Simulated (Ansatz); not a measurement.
```yaml
crystal:
  periodic: [false, false, false]
  atoms:
    - {symbol: Be, position_ang: [-0.666704, 0.107230, -0.984149]}
    - {symbol: Be, position_ang: [0.181425, 1.728370, 0.066913]}
    - {symbol: Be, position_ang: [-0.178230, -1.728739, -0.066024]}
    - {symbol: Be, position_ang: [1.183667, -0.119727, -0.090725]}
    - {symbol: Be, position_ang: [-0.520167, 0.012866, 1.073995]}
basis:
  gaussian: {orbitals: def2-TZVP}
magnetization: {spin_polarized: true, initial_magnetization: 0}
hamiltonian: {xc: {name: SPW92}}
```

```sh
$ ansatz run in.yaml --threads 4 --pin off --events-out ev --progress --plain --max-ram 3916MiB
```

It prints (some lines left out):

```
Functional definition: SPW92
705 factors; their error is unknown
mean field evaluation 1: about -1968.7926 eV, gradient 2.2e1 eV
mean field evaluation 2: about -1954.2234 eV, gradient 3.9e1 eV
mean field evaluation 4: about -1973.1108 eV, gradient 6.4e0 eV
mean field evaluation 8: about -1973.6855 eV, gradient 2.0e-1 eV
mean field evaluation 16: about -1973.6753 eV, gradient 3.4e-4 eV
mean field evaluation 32: about -1971.2201 eV, gradient 3.2e0 eV
mean field evaluation 64: about -1972.9166 eV, gradient 1.7e-1 eV
mean field -1973.67527069 eV, -72.5312283926 hartree, gradient 2.0e-5 eV, S^2 0.000000; 6 other end points of the search recorded, 0 dependent functions left out
reference -1973.67530705 eV, -72.5312297289 hartree; 10, 10 occupied and 85, 85 virtual orbitals, 705 factors
Total energy: -1973.67530705 eV, -72.5312297289 hartree
```

It took 1.4 s on 4 threads of Arm Neoverse V1 on a shared host.
